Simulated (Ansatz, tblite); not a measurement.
Isomers of Al$_{2}$Cu$_{6}$ (singlet), found by a short tight-binding search and relaxed with r2SCAN-D4/def2-SVP in Ansatz.

The xTB rows come from tblite.

A: This restricted singlet of an open-shell metal (gap down to 0.48 eV) wasn't tested against broken symmetry. B: The restricted singlet is unstable towards broken spin symmetry in Hartree–Fock (as tested in another run); at PBE-D4/def2-TZVP, r2SCAN-D4/def2-TZVP, PBE0-D4/def2-TZVP this wasn't settled.

Other spin states were run for one of them alone.

A:

```xyz
8

Al    1.668    1.719   -0.446
Al    2.595   -0.495    0.657
Cu    0.637   -0.482   -0.991
Cu   -0.516   -1.754    0.653
Cu   -0.859    1.363   -0.723
Cu   -2.075    0.052    0.879
Cu    0.275    0.434    1.173
Cu   -1.725   -0.837   -1.202
```

B:

```tsv
atom	x (Å)	y (Å)	z (Å)
Al1	-0.715	-1.296	-0.128
Al2	1.650	0.316	-1.201
Cu3	-2.537	0.183	-0.390
Cu4	1.018	-0.275	1.230
Cu5	3.207	-0.224	0.425
Cu6	-0.654	0.286	-1.927
Cu7	-1.493	-0.216	1.793
Cu8	-0.475	1.226	0.199
```

**Question.** Estimate which lies lowest at each level, and how far above it the others are (kcal/mol).

**Answer.** 
```tsv
level	A	B
GFN1-xTB	0.0	32.0
GFN2-xTB	19.0	0.0
PBE-D4/def2-TZVP	22.1	0.0
r2SCAN-D4/def2-TZVP	23.4	0.0
PBE0-D4/def2-TZVP	27.8	0.0
```
Point groups (tolerance 0.1 Å): A Cs, B not assigned. Lower isomers may exist.
